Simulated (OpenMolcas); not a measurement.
Nb4+: effect of the metal basis and ligand basis

Nb4+ with 6 ligands (fluoride) in octahedral coordination (Oh) at 1.99 Å. A charge of +0.333 e stands 3.2 Å behind each ligand.

```
Program             : OpenMolcas
Method              : SS-CASPT2, IPEA 0.25 Eh, imaginary shift 0.1 Eh (closed shells correlated: 4s 4p and the ligand valence shells)
Spin-orbit coupling : state interaction with AMFI integrals over the reference wave functions
```

Fixed: active space 1 electron in 5 orbitals (4d), DKH2 Hamiltonian.

States (labels of O, the rotations of Oh). Energies in cm-1 above the lowest state or level, χT in cm3 K/mol; under a threefold ground state the first gap can be a small split of the lowest multiplet, not the spin-orbit step; 10Dq is the gap between the two states.

```
Run   Metal basis  Ligand basis  Ground state  First state of that spin   10Dq  First gap with spin-orbit (degeneracies)  χT at 300 K                     Cost
  A  ANO-RCC-VDZP  ANO-RCC-VDZP           2T2                  2E 31210  31205                               1000 (4, 2)        0.149  roughly 10 core-seconds
  B  ANO-RCC-VTZP  ANO-RCC-VTZP           2T2                  2E 30000  30002                                970 (4, 2)        0.152  roughly 80 core-seconds
```

Against A, |10Dq| changes by -3.9 % in B.

Costs are those of the CASPT2 steps.

Roots that are degenerate in the reference are averaged as groups; the widest CASPT2 spread within a group is 50 cm-1 (the 3-fold group of multiplicity 2 near 0 cm-1 above the lowest state of its run, A). Shifts and gaps below about the spread of the groups concerned are not significant. Over all roots computed the reference weight is 0.71 to 0.72 in A, 0.70 in B; a low but even weight reflects the number of correlated electrons. An orbital triplet at a regular site is open to Jahn-Teller coupling, which can distort the site and quench the lowest spin-orbit gaps and is left out. Ligand-to-metal charge-transfer states are missing. With one d shell and no ligand orbital active, 10Dq can be off by a tenth or more. The least metal-like active orbital is 78 % on the metal (Löwdin) and no ligand orbital is active, so the numbers are rough (holds for A). The least metal-like active orbital is 73 % on the metal (Löwdin) and no ligand orbital is active, so the numbers are rough (holds for B). No measured value stands beside these numbers; the geometry was imposed, not optimised, and the real ion may take another.
